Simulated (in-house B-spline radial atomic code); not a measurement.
# Pt71+: [He] 2s2 2p3

Level of theory: Dirac-Kohn-Sham PBE, spherical fractional occupations, Fermi nucleus of rms radius 5.427 fm; calculated with an all-electron radial atomic-structure program (B-spline basis).

Screening seen three ways: the hydrogenic charge with the same mean radius, Z_r = [3n² - l(l+1)]/(2<r>), the one with the same energy, Z_e = n√(-2ε), and Slater's rules. Values are occupation-weighted means over j. An effective charge above Z reflects the relativistic contraction of the inner shells.

| shell | electrons | ε (eV) | <r> (bohr) | Z_r | Z_e | Slater |
| --- | --- | --- | --- | --- | --- | --- |
| 1s | 2 | -86136 | 0.01711 | 87.65 | 79.57 | 77.70 |
| 2s | 2 | -20709 | 0.06963 | 86.17 | 78.03 | 74.90 |
| 2p | 3 | -19113 | 0.06229 | 80.26 | 74.96 | 74.90 |

The least bound orbital is 2p3/2 at -18490 eV, while the most diffuse is 2s1/2 (<r> = 0.06963 bohr against 0.06492 bohr): energy order and size order differ.

Spin-orbit splittings of the orbital energies (j = l + 1/2 above j = l - 1/2 when positive): 2p 1865 eV.

For the 1s electron the small component carries 8.77 % of the norm, the zero-frequency Breit interaction raises the level by 241 eV, self-energy by 185.3 eV, and vacuum polarisation lowers it by 37.24 eV.
